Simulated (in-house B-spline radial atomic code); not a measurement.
Values are calculated unless marked as measured or tabulated.
Making a Troullier-Martins s channel for Co, r_c = 2.32 bohr

Co, [Ar] 3d7 4s2, non-relativistic LDA (VWN5), spherical and spin-unpolarised, from an all-electron radial atomic-structure program (B-spline basis) (atomic units). The all-electron 4s level is ε = -0.204497 hartree, its outermost node lies just inside 0.98 bohr and its outer maximum at 2.32 bohr.

Inside r_c the pseudo-orbital is u(r) = r^1 exp(p(r)), with p = c0 + c2 r² + c4 r⁴ + … + c12 r¹². The seven coefficients follow from p and its first four derivatives at r_c, from zero curvature of the screened potential at the origin, c4 = −c2²/(2l + 5), and from the norm inside r_c. At r_c the all-electron orbital has P = 0.6357678, P' = 0.004999298, the screened potential V = -0.5108099, V' = 0.4692879, V'' = -0.6807617, and the norm inside is Q = 0.3402174.

(1) What are p, p' and p'' at r_c?

For a trial c2 the five matching conditions are linear in c0, c6, c8, c10 and c12, and c2 is varied until the norm inside r_c equals Q. The root nearest zero gives:

```
 n           c_n
 0     -2.001329
 2     0.5628863
 4   -0.06336821
 6   -0.03112494
 8   0.009734988
10  -0.001074552
12  4.318528e-05
```

(2) Check c4 and p(r_c), and find the screened pseudopotential at the origin.

Orbitals and screened potentials:

| r (bohr) | P | u | V all-electron | V pseudo |
| --- | --- | --- | --- | --- |
| 0.232 | 0.1267 | 0.03231 | -59.2 | 1.481 |
| 0.58 | -0.2759 | 0.09396 | -11.94 | 1.385 |
| 0.928 | -0.04468 | 0.1914 | -4.216 | 0.9313 |
| 1.276 | 0.2814 | 0.3374 | -1.992 | 0.04671 |
| 1.624 | 0.4987 | 0.499 | -1.131 | -0.7106 |
| 1.972 | 0.6059 | 0.6053 | -0.7274 | -0.7551 |
| 2.32 | 0.6358 | 0.6358 | -0.5108 | -0.5108 |

Logarithmic derivatives P'/P at R = 2.62 bohr, for energies E around ε:

| E − ε (hartree) | all-electron | pseudo |
| --- | --- | --- |
| -0.5 | 0.691771 | 0.688137 |
| -0.25 | 0.344352 | 0.342768 |
| -0.1 | 0.076389 | 0.0760147 |
| 0 | -0.141119 | -0.141119 |
| 0.1 | -0.403919 | -0.404611 |
| 0.25 | -0.932024 | -0.93965 |
| 0.5 | -2.6815 | -2.7964 |

(3) With P(R) = 0.6222099 and a norm of 0.4597854 inside R, what slope in energy does norm conservation fix?

Results:

(1) p = ln(P/r_c^1) = ln(0.6357678/2.32) = -1.29449. p' = P'/P − 1/r_c = 0.00786 − 0.43103 = -0.42317. The radial equation gives p'' = 2(V − ε) − 2(1) p'/r_c − p'² = -0.61263 − (-0.36480) − 0.17907 = -0.42690. Differentiating, p''' = 2V' + 2(1)p'/r_c² − 2(1)p''/r_c − 2p'p'' = 0.78805, and p'''' = 2V'' − 4(1)p'/r_c³ + 4(1)p''/r_c² − 2(1)p'''/r_c − 2p''² − 2p'p''' = -1.9201.

(2) −c2²/5 = -0.0633682, as listed. The terms c_n r_c^n are -2.00133, 3.02968, -1.83579, -4.85329, 8.17032, -4.85409, 1.05001, which sum to -1.29449. Inverting the radial equation, V_l(r) = ε + 1 p'/r + (p'' + p'²)/2, so V_l(0) = ε + (2l + 3) c2 = -0.204497 + 3 × (0.562886) = 1.4842 hartree, finite where the all-electron potential diverges.

(3) d(P'/P)/dE = −2 × (norm inside R)/P(R)² = -2.3753 per hartree·bohr at E = ε, for both atoms, since orbital and norm agree at R. Differences over ±0.1 hartree give -2.4015 (all-electron) and -2.4031 (pseudo), which also hold third-order terms. Half a hartree below ε the two curves differ by -0.0036.
